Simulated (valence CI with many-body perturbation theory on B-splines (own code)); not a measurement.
Results of a calculation; reference values are marked as such.
## Ladder of approximations for Pd XIV

Level of theory: relativistic CI+MBPT: five valence electrons over a frozen Dirac-Fock core [Ar] 3d10, a basis of 9 s, 9 p, 8 d, 6 f, 3 g, 1 h functions for each j, with the one-electron correlation potential Σ1 (screened to all orders), the two-electron term Σ2, the three-electron term Σ3, Breit, model QED; selected single and double excitations, second order for the rest (own B-spline code, finite nucleus).

No measured levels were compared; by estimate levels hold to about 250 cm⁻¹ or 0.2 % of their energy and the worst to 1 %, as in measured heavy ions of charge 2 to 7; those with d or f electrons hold less well. Among the levels kept, up to 360 cm⁻¹ of a level comes from second order outside the variational space, and about a tenth of that is noise between levels of different J, which matters for small intervals.

Each rung adds one term. CI alone is the Dirac-Coulomb CI over the frozen core; QED comes last and gives the full result, which names the levels. Energies are above 4s²4p³ ⁴S°_3/2 on the same rung, in cm⁻¹.

Names give the largest LS component (configuration and term), which can be under half, so a name can repeat, a term be missing and a line seem to break the LS rules; names also repeat where a configuration has a term twice. Letters in brackets count levels of one name in rising energy.

| Level | CI alone | + Σ1 | + Σ2 | + Σ3 | + Breit | Full |
| --- | --- | --- | --- | --- | --- | --- |
| 4s²4p³ ²D°_3/2 | 40297 | 40651 | 40568 | 40530 | 40112 | 40167 |
| 4s²4p³ ²D°_5/2 | 55247 | 55716 | 55544 | 55485 | 54896 | 54968 |
| 4s²4p³ ²P°_1/2 | 80121 | 80631 | 80020 | 79839 | 79304 | 79370 |
| 4s²4p³ ²P°_3/2 | 113609 | 114635 | 114514 | 114396 | 113174 | 113322 |
| 4s4p⁴ ⁴P_5/2 | 303556 | 304510 | 306034 | 306204 | 306156 | 305236 |
| 4s4p⁴ ⁴P_3/2 | 331402 | 332662 | 334275 | 334449 | 334052 | 333191 |
| 4s4p⁴ ⁴P_1/2 | 337290 | 338546 | 339914 | 340048 | 339695 | 338827 |
| 4s4p⁴ ²D_3/2 | 376475 | 377765 | 377729 | 377806 | 377372 | 376562 |
| 4s4p⁴ ²D_5/2 | 387710 | 389185 | 389478 | 389559 | 388845 | 388052 |
| 4s4p⁴ ²S_1/2 | 426823 | 428264 | 426081 | 425995 | 425468 | 424677 |
| 4s4p⁴ ²P_3/2 | 434460 | 435897 | 433617 | 433670 | 432939 | 432277 |
| 4s²4p²4d ⁴F_3/2 | 467445 | 468357 | 468081 | 468229 | 467587 | 467467 |
| 4s4p⁴ ²P_1/2 | 476466 | 478370 | 476984 | 476996 | 475672 | 475098 |
| 4s²4p²4d ⁴F_5/2 | 479865 | 480935 | 480848 | 481022 | 480065 | 479998 |
| 4s²4p²4d ²F_5/2 | 497105 | 498369 | 498724 | 498913 | 497717 | 497686 |
| 4s²4p²4d ⁴F_7/2 | 501422 | 502832 | 503223 | 503445 | 501994 | 501995 |
| 4s²4p²4d ⁴D_1/2 | 506072 | 507487 | 506855 | 507004 | 505813 | 505729 |
| 4s²4p²4d ⁴D_3/2 | 507762 | 509132 | 508520 | 508670 | 507457 | 507390 |
| 4s²4p²4d ²F_7/2 [a] | 508152 | 509529 | 509775 | 509957 | 508574 | 508563 |
| 4s²4p²4d ⁴F_9/2 | 516909 | 518447 | 518761 | 518944 | 517279 | 517301 |
| 4s²4p²4d ⁴D_5/2 | 523077 | 524638 | 524505 | 524678 | 523086 | 523091 |
| 4s²4p²4d ²P_3/2 [a] | 542695 | 544205 | 539749 | 539717 | 538504 | 538307 |
| 4s²4p²4d ²G_7/2 | 547391 | 549100 | 549088 | 549186 | 547426 | 547463 |
| 4s²4p²4d ⁴P_5/2 | 566596 | 568127 | 562637 | 562580 | 561228 | 561161 |
| 4s²4p²4d ²F_7/2 [b] | 561674 | 563565 | 563700 | 563819 | 561792 | 561859 |
| 4s²4p²4d ⁴P_3/2 | 570398 | 571936 | 567510 | 567425 | 566112 | 566057 |
| 4s²4p²4d ⁴P_1/2 | 571006 | 572623 | 567840 | 567774 | 566445 | 566358 |
| 4s²4p²4d ²G_9/2 | 571793 | 573737 | 573798 | 573860 | 571770 | 571848 |
| 4s²4p²4d ²D_3/2 [a] | 580929 | 582549 | 580151 | 579975 | 578523 | 578511 |
| 4s²4p²4d ²P_1/2 [a] | 586712 | 588603 | 583303 | 583233 | 581598 | 581495 |
| 4s²4p²4d ²D_5/2 [a] | 600123 | 601820 | 596501 | 596315 | 594836 | 594793 |

Problem. How does the ionisation energy move along the ladder, and which term matters most?

Solution. CI alone 312.01, + Σ1 313.06, + Σ2 312.98, + Σ3 312.84, + Breit 312.73, + QED 312.73 eV. The largest step is Σ1, 1.05 eV. NIST lists 311 ± 3 eV (theoretical).
